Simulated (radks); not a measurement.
Spherical jellium clusters: N electrons in a uniform positive sphere of charge N and radius rs N^(1/3), rs = 3.53 bohr. Method: non-relativistic Kohn-Sham, LDA (Slater exchange, Perdew-Wang correlation), spin-polarised, spherical densities; computed with a radial shooting solver with Libxc functionals. Levels are named by radial order and angular momentum (1s, 1p, 1d, 2s, ...), and open shells are averaged over m.

N = 29, configuration 1s2 1p6 1d10 2s2 1f(up 7, down 2). This is the lowest configuration that the search found. Occupied and some empty levels:

level    occupation  eigenvalue (eV)  <r> (bohr)
1s up             1          -6.2409       6.445
1s down           1          -6.0714       6.155
1p up             3          -5.3942       7.728
1p down           3          -5.1446       7.597
1d up             5          -4.3518       8.578
1d down           5          -4.0661       8.545
2s up             1          -3.9163       6.948
2s down           1          -3.7657       7.130
1f up             7          -3.1367       9.287
1f down           2          -2.8419       9.324
2p up             0          -2.4682       8.280
2p down           0          -2.3251       8.372
1g up             0          -1.7860       9.997
1g down           0          -1.5028       10.11
2d up             0          -1.1266       10.27
2d down           0         -0.98831       10.47

Energy (eV): total -52.4156, kinetic 64.596, external -2497.1, Hartree 1232.8, exchange-correlation -118.82, background 1266.1.
